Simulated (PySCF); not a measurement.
# How methods differ on the excitation energy of Sn⁺

Sn⁺ [Kr] 4d10 5s2 5p1 (2P) → Sn⁺ [Kr] 4d10 5s1 5p1 5d1 (high-spin determinant), as a difference of total energies. Calculation: PySCF 2.14, in x2c-QZVPPall with one added diffuse shell each of s, p, d, f type (14s10p8d5f1g, 128 functions); the spin-free X2C one-electron Hamiltonian (Gaussian nucleus). Correlated levels: valence: [Kr] 4d10 frozen; valence and next inner shell: [Ar] 3d10 frozen. The calculations carry no spin-orbit coupling.

| method | excitation energy (eV) |
| --- | --- |
| UHF | 12.902 |
| LDA | 14.561 |
| PBE | 14.123 |
| PBE0 | 14.011 |
| r2SCAN | 13.996 |
| MP2 (valence) | 13.588 |
| SCS-MP2 (valence) | 13.884 |
| MP2 (valence and next inner shell) | 14.632 |
| SCS-MP2 (valence and next inner shell) | 14.732 |

**Question.** How much does correlation contribute at MP2 (valence and next inner shell)?

**Answer.** 14.632 − (12.902) = 1.730 eV, measured against UHF.

A first-order spin-orbit estimate (lowest level to lowest level, LS coupling) adds 0.041 eV.

The promoted electron is Rydberg-like, and one or two diffuse shells describe it only roughly, which tends to raise the upper state.

The determinant of the upper state mixes LS terms, which raises its energy above the lowest term, most at the Hartree-Fock and MP2 levels.
